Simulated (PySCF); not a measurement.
## Polarisability and C₆ of Ar²⁺ (argon, charge +2)

[Ne] 3s2 3p4, high-spin 3P determinant. Calculation: PySCF 2.14, in aug-cc-pV(5+d)Z (8s7p6d4f3g2h, 136 functions); no relativity, point nucleus. Coupled (time-dependent) response in atomic units; α is the mean over directions.

```
method  mean α (bohr³)         α xx, yy, zz  C₆ (like pair)  S(−4)
   UHF           4.802  4.869, 4.668, 4.869           16.83  5.669
   PBE           4.836  4.869, 4.772, 4.869           16.98  5.724
  PBE0           4.804  4.846, 4.719, 4.846           16.83  5.633
PBEsol           4.847  4.880, 4.781, 4.880           17.03  5.760
```

S(−4) is the Cauchy moment in α(ω) = α(0) + S(−4) ω² + …

α(iu) at PBE:

```tsv
u (hartree)	α(iu) (bohr³)
0	4.836
0.0500	4.822
0.100	4.780
0.200	4.619
0.300	4.378
0.500	3.763
0.750	2.973
1.00	2.315
1.50	1.444
2.00	0.9651
3.00	0.5177
5.00	0.2296
```

For an ion, C₆ is the dispersion term alone; charge-induced terms of lower order in 1/R come first.

The components differ because the open shell of this determinant is not spherical; for a pure term their mean is the scalar polarisability.
